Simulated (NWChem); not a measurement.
# diarsenic (As2); SMILES [As]#[As]

Program: NWChem. Pople sets run with spherical d functions. Geometry: optimised at B3LYP/6-31G* (spherical d). Static field.

```
level            basis functions  isotropic polarisability (bohr³)  anisotropy (bohr³)
---------------  ---------------  --------------------------------  ------------------
PBE/6-31G*                    64                               [?]                 [?]
PBE/def2-SVP                  64                              46.4                49.4
PBE/def2-SVPD                 76                              59.5                42.5
PBE/def2-TZVP                 96                              53.2                46.7
PBE/aug-cc-pVDZ               72                              62.4                42.8
PBE/def2-TZVPD               108                              61.8                42.3
PBE/aug-cc-pVTZ              118                              64.2                41.4
```

What belongs in the gaps?


- PBE/6-31G*, isotropic polarisability (bohr³): 48.1
- PBE/6-31G*, anisotropy (bohr³): 56.0
